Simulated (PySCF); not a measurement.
Diatomic anions of Be with the chalcogens

PBE0 with double-zeta basis sets in PySCF, for the lowest determinant that a PBE0 search found; no spin–orbit coupling. De refers to high-spin ground-configuration atoms (the charge goes to the atom of lower measured ionisation energy or higher electron affinity, which is not always the lowest computed limit). A positive dipole points towards Be; it is taken about the centre of mass and depends on that origin.

```tsv
M	basis	charged atom	state (unpaired electrons)	Re (Å)	ωe (cm⁻¹)	De (eV)	μ (D)
O	aug-pcseg-1	O−	doublet (σ ↑)	1.377	1370	5.20	-0.27
S	aug-pcseg-1	S−	doublet (σ ↑)	1.821	888	3.71	-1.25
Se	aug-pcseg-1	Se−	doublet (σ ↑)	1.955	746	3.26	-2.33
```

The shortest bond is that of BeO⁻ (1.377 Å), the longest that of BeSe⁻ (1.955 Å). BeO⁻ is bound most strongly (5.20 eV) and BeSe⁻ least (3.26 eV).

Down a group the atoms grow and get heavier, so bonds lengthen and wavenumbers fall; this series shows no clear exception.

Spin–orbit coupling is left out. For an ion De counts to the pair picked by the measured ionisation energies or electron affinities, which need not be the lowest pair at this level. States were picked by a PBE0 search and need not be the measured ground states.
